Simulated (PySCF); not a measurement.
## How methods differ on the ionisation energy of Ca

Ca [Ar] 4s2 (1S) → Ca+ [Ar] 4s1 (2S), as a difference of total energies. All numbers are calculated (PySCF 2.14, the non-relativistic Hamiltonian (point nucleus), in 6-31G* (5s4p3d, 32 functions)). Correlated levels: valence: [Ar] frozen. The calculations carry no spin-orbit coupling.

```json
{"method": "UHF", "ionisation energy (eV)": "5.128"}
{"method": "LDA", "ionisation energy (eV)": "6.252"}
{"method": "BP86", "ionisation energy (eV)": "6.221"}
{"method": "MP2 (valence)", "ionisation energy (eV)": "5.600"}
{"method": "SCS-MP2 (valence)", "ionisation energy (eV)": "5.694"}
{"method": "CCSD (valence)", "ionisation energy (eV)": "5.849"}
```

Q: How much does correlation contribute at MP2 (valence)?

A: 5.600 − (5.128) = 0.472 eV, measured against UHF.

These non-relativistic numbers lack the scalar-relativistic shift.

Errors of the correlated levels include the incompleteness of this basis and the frozen core.

With two correlated electrons CCSD is exact in that space.

For comparison: 6.113 eV (measured; NIST Atomic Spectra Database, ionization energies).
